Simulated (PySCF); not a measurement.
NICS in isomers of C6H11N3Si.

NICS = −σ at a ghost point: NICS(0) at the centroid of the ring atoms, NICS(1) 1 Å to either side along the normal of their mean plane, zz for the tensor component along that normal. Level: GIAO PBE0/pcSseg-1 (PySCF, non-relativistic, gas phase) on the GFN2-xTB geometries, one conformer each. Atom numbers follow the mapped SMILES.

Question: Order these rings by mean NICS(1)zz, lowest (most negative) first (ppm).
A. ring C3–C4–N5–N6–N7 in `[CH2:1]=[CH:2][c:3]1[cH:4][n:5][n:6][n:7]1[SiH:8]([CH3:9])[CH3:10]`
B. ring C3–N4–C5–N6–N7 in `[CH2:1]=[CH:2][c:3]1[n:4][cH:5][n:6][n:7]1[SiH:8]([CH3:9])[CH3:10]`
C. ring C5–N6–C7–C8–N9–N10 in `[CH3:1][Si:2]([CH3:3])([CH3:4])[c:5]1[n:6][cH:7][cH:8][n:9][n:10]1`

Answer: A (-31.2), B (-29.5), C (-26.4).

| SMILES | ring | NICS(0) | NICS(1) | NICS(1)zz | HOMA | rms pucker (Å) | ring atoms with four or more neighbours |
| --- | --- | --- | --- | --- | --- | --- | --- |
| C=Cc1cnnn1[SiH](C)C | 5-membered ring with 3 N; formal bonds all aromatic | -11.2 | -12.6 | -31.2 | 0.93 | 0.00 | 0 |
| C=Cc1ncnn1[SiH](C)C | 5-membered ring with 3 N; formal bonds all aromatic | -11.1 | -11.5 | -29.5 | 0.93 | 0.00 | 0 |
| C[Si](C)(C)c1nccnn1 | 6-membered ring with 3 N; formal bonds all aromatic | -3.0 | -10.9 | -26.4 | 0.99 | 0.00 | 0 |

NICS(0) gives the same order. The isotropic NICS(1) gives the same order. HOMA uses Krygowski's 1993 parameters. NICS(1) and NICS(1)zz are means over the two faces.
